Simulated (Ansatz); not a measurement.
AsP3SOO nortricyclane (AsP₃SO₂) was relaxed with PBE0-D4 (def2-SVP) in Ansatz in these states: charge +1 doublet, neutral singlet. The geometries follow in no particular order.

A:

```xyz
7

As   -1.185    0.422   -1.075
S     0.992    0.633   -1.637
P     1.798   -0.075    0.174
P     0.167   -1.531    0.776
O    -0.979   -1.236   -0.393
P     0.176    0.603    1.606
O    -0.969    1.184    0.548
```

B:

```tsv
atom	x (Å)	y (Å)	z (Å)
As1	0.596	-0.159	-1.594
S2	-0.552	-1.913	-0.384
P3	-0.917	-0.961	1.363
P4	-1.009	1.286	0.508
O5	-0.660	1.012	-1.066
P6	0.947	0.560	1.312
O7	1.596	0.175	-0.139
```

Problem. Judge from the bond lengths which geometry belongs to which state (an estimate).

Solution. A is the neutral singlet (As1–S2 2.258 Å, P3–P4 2.267 Å, P3–P6 2.267 Å); B is the charge +1 doublet (As1–S2 2.420 Å, P3–P4 2.406 Å, P3–P6 2.406 Å).
